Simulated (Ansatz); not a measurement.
Basis-set extrapolation for BClH4S2Si (PBE0-D4/def2-TZVP geometry, frozen core, Ansatz). Multiplicity 1, RHF reference.

```csv
,def2-TZVPP,def2-QZVPP
HF,-1570.592953,-1570.637762
MP2 correlation,-0.781469,-0.849341
CCSD(T) correlation,-0.887524,not run
```

Energies in hartree. Use E(X) = E(∞) + A·exp(−7.88·√X) for Hartree–Fock and E(X) = E(∞) + B·X^(−2.97) for correlation, with X = 3 and 4, and add CCSD(T) minus MP2 of the smaller set to the MP2 limit.

Question: What is the CCSD(T) energy at the basis-set limit?

Answer: HF limit: -1570.637762 + (-0.044809) × 0.13774 = -1570.64393. MP2 limit: -0.849341 + (-0.067872) × 0.74074 = -0.89962. Higher-order term: -0.887524 − (-0.781469) = -0.10606. Total: -1571.64961 hartree, 444.1 kJ/mol below CCSD(T)/def2-TZVPP.
